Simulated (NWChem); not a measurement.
Species: HSOF₂ cation; SMILES [OH+]=S(F)F

```xyz
5

O      0.2356    -1.3960     0.0000
S     -0.4601    -0.0324     0.0000
F      0.2365     0.7307    -1.1597
F      0.2365     0.7307     1.1597
H      1.2210    -1.4671     0.0000
```
Atoms are numbered in this order, from 1.

Coordinates come from a PBE0/def2-SVP optimisation.

Symmetry labels are those of Cs in the frame above (b1 and b2, or b-type labels, depend on it).

Problem. List the 6 lowest vertical singlet excitations from PBE/6-31+G* (spherical d), TDA (NWChem).

Solution. 
| state | energy (eV) | oscillator strength | symmetry | leading excitation (squared amplitude) |
|---|---|---|---|---|
| S1 | 7.82 | 0.001 | a" | HOMO−1 → LUMO+1 (0.78) |
| S2 | 8.00 | 0.006 | a' | HOMO−1 → LUMO (0.74) |
| S3 | 8.11 | 0.010 | a" | HOMO−2 → LUMO (0.52) |
| S4 | 8.40 | 0.030 | a' | HOMO → LUMO+1 (0.46) |
| S5 | 8.61 | 0.055 | a" | HOMO → LUMO (0.43) |
| S6 | 8.82 | 0.015 | a' | HOMO−3 → LUMO (0.71) |
